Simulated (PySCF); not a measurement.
Au(Cl) anion (AuCl), SMILES [Au][Cl] (connectivity only; charge and spin as stated), charge -1, multiplicity 2.

Geometry: PBE-D3(BJ)/def2-TZVPD. The multiplicity is an assumed one; other spin states were not compared. The def2 effective core potentials stand for the cores of Au; spin–orbit coupling is left out.

Level of theory: CAM-B3LYP/def2-TZVPD in PySCF.

Isolated molecule, no solvent.

### Question
Estimate the frontier levels, dipole moment and polarisability. (The exact figures need the calculation; the answer reports its results.)

### Answer

```yaml
"α spin, highest occupied and lowest empty level": -1.43 and 4.62 eV
"β spin, highest occupied and lowest empty level": -3.50 and 3.10 eV
dipole_moment_about_the_centre_of_nuclear_charge: 3.28 D
mean_static_polarisability: 77.5 bohr³ (11.49 Å³)
polarisability_principal_values: 65.2, 65.2, 102.1 bohr³
"⟨S²⟩": 0.754 (pure state 0.75)
```
